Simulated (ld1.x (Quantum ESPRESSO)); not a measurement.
**Rh (Z = 45): one change to a TM potential, before and after**

```json
{
 "Element": "Rh",
 "Generator": "ld1.x (Quantum ESPRESSO) 7.5",
 "Type": "norm-conserving Troullier–Martins (Kleinman–Bylander form)",
 "Functional": "PBEsol",
 "Relativity": "fully relativistic",
 "Frozen core": "[Kr]",
 "Valence charge": "9",
 "Reference configuration": "4d8 5s0 5p0 (charge +1)",
 "Partial waves": "5s (bound, empty): rc 2.50 bohr; 5p (bound, empty): rc 3.05 bohr; 4d (bound): rc 1.80 bohr",
 "Local potential": "all-electron potential smoothed inside 1.50 bohr (lloc = -1)",
 "Core correction": "none"
}
```

Open shells are filled in proportion to 2j + 1 (rel_dist='average').

All-electron outer shells of the reference configuration (PBEsol, scalar-relativistic, ld1.x):

```json
{"shell": "4p", "level (eV)": "-58.09", "outermost node (bohr)": "0.47", "outermost maximum (bohr)": "0.94"}
{"shell": "4d", "level (eV)": "-13.59", "outermost node (bohr)": "0.46", "outermost maximum (bohr)": "1.15"}
{"shell": "5s", "level (eV)": "-10.74", "outermost node (bohr)": "1.19", "outermost maximum (bohr)": "2.51"}
{"shell": "5p", "level (eV)": "-6.08", "outermost node (bohr)": "1.34", "outermost maximum (bohr)": "3.18"}
```

Change: all radii scaled by about 0.91 (s 2.28, p 2.78, d 1.64 bohr); local potential all-electron potential smoothed inside 1.38 bohr (lloc = -1).

Cutoffs: the cutoffs (Ry, on a coarse ladder) from which the occupation-weighted sum of valence levels, in a spherical-Bessel basis at the reference potential, stays within 10 and 1 mRy of its value at 400 Ry; they do not see the model core or the augmentation charge, which bear on the density cutoff. Errors are all-electron minus pseudo energies relative to the spin-unpolarised reference configuration.

How do hardness, ghosts and transferability respond?

The potential gets harder (50 Ry and 60 Ry → 55 Ry and 70 Ry); both files keep a bound ghost (p, s); of the 7 tests that both files solve, the error grows in 1 and shrinks in 0 by more than 15 % and 0.3 meV (median size 26.4 → 25.6 meV). A smaller radius makes the pseudo-wave follow the all-electron one further in, where it bends more sharply, so more plane waves are needed.

| quantity | base | changed |
| --- | --- | --- |
| cutoff, loose | 50 Ry | 55 Ry |
| cutoff, tight | 60 Ry | 70 Ry |
| bound ghosts | s, p3/2, p1/2 | s, p3/2, p1/2 |
| error for 4d8 5s1 5p0, meV [ΔE -7.46 eV] | +5.4 | +5.6 |
| error for 4d7 5s0 5p0, meV [ΔE 19.51 eV] | -26 | -26 |
| error for 4d6 5s0 5p0, meV [ΔE 52.00 eV] | -171 | -169 |
| error for 4d8 5s0 5p1, meV [ΔE -3.80 eV] | +2.6 | +3.0 |
| error for 4d7 5s1 5p1, meV [ΔE -0.82 eV] | -94 | -91 |
| error for 4d8.5 5s0.5 5p0, meV [ΔE -8.09 eV] | +11 | +11 |
| error for 4d7 5s1 5p0, meV [ΔE 3.68 eV] | -69 | -66 |

Base: These tests converged, but a pseudo level misses the all-electron one widely, so the file describes the atom poorly there or has found another state: 4d7 5s0 5p0: empty 5p by 2.9 eV (a node warning on the way). Changed file: These tests converged, but a pseudo level misses the all-electron one widely, so the file describes the atom poorly there or has found another state: 4d7 5s0 5p0: empty 5p by 2.1 eV (a node warning on the way). A true bound ghost makes a file unfit for plane-wave use even where its test errors are small: the radial tests pick states by their node count and pass the ghost by.
